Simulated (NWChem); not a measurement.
System: CdH2; SMILES [CdH2]

Computed with NWChem. All runs use the structure optimised with PBE0/def2-SVP. def2 effective core potentials on Cd; no spin-orbit coupling. Vertical excitations in the gas phase.

**Question.** What does the run give for B3LYP/def2-SVPD, full TDDFT? Quantities: lowest excitation, singlet (eV); oscillator strength of that lowest state; lowest state with f > 0.02, singlet (eV); oscillator strength of that bright state; orbital gap (eV).

**Answer.** The lowest excitation, singlet (eV) is 5.58 and the oscillator strength of that lowest state comes out as 0.000. The lowest state with f > 0.02, singlet (eV) is 7.64. The oscillator strength of that bright state comes out as 0.380 and the orbital gap (eV) comes out as 6.60.
